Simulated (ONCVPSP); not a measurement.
**How hard is this Pm ONCV potential?**

Pm (Z = 61), optimised norm-conserving Vanderbilt (ONCV), made with ONCVPSP 4.0.1 (PBE, fully relativistic). Core [Kr] 4d10 4f4, reference 5s2 5p6 5d1 6s1.5 (charge +0.5). Waves: 5s+6s: rc 2.25 bohr, ncon 3, nbas 8, qcut 6.1 1/bohr, 3 projectors, debl 1.4 Ha; 5p: rc 2.55 bohr, ncon 5, nbas 8, qcut 6.1 1/bohr, 2 projectors, debl 1.5 Ha; 5d: rc 2.95 bohr, ncon 5, nbas 9, qcut 4.5 1/bohr, 2 projectors, debl 2.4 Ha. Local part: polynomial inside 1.65 bohr (lpopt 3, dvloc0 6 Ha). Core correction: polynomial model core, fcfact 0.25.

Open shells are filled in proportion to 2j + 1.

Task: For each optimised wave give the share of its norm inside rc, the residual kinetic energy above qcut (Ha) and the cutoffs (Ha) for errors of 10, 1, 0.1 and 0.01 mHa per electron.

Result:

```
               wave  norm inside rc  residual KE  10 mHa  1 mHa  0.1 mHa  0.01 mHa
                 5s           0.948      1.3e-07     8.5   11.5     13.8      15.6
                 6s           0.069      1.0e-07     6.5   10.4     13.1      15.4
      s projector 3           0.171      9.6e-07     9.5   12.9     15.3      17.0
           5p j=3/2           0.921      9.5e-07     4.6   11.4     14.4      16.5
p projector 2 j=3/2           0.107      1.2e-06     4.1   10.5     14.1      16.6
           5p j=1/2           0.943      7.9e-07     5.0   10.5     13.9      16.3
p projector 2 j=1/2           0.118      1.2e-06     4.5    8.7     13.8      16.5
           5d j=5/2           0.639      5.9e-06     5.1    7.0      8.5       9.8
d projector 2 j=5/2           0.199      1.9e-04     7.0    9.0     11.2      22.5
           5d j=3/2           0.660      8.4e-06     5.3    7.1      8.7      10.1
d projector 2 j=3/2           0.200      2.4e-04     7.1    9.1     11.7      27.7
```

The occupied waves need 11 Ha and 14 Ha for 1 and 0.1 mHa. 1 of 4 tests not solved or not reliable.
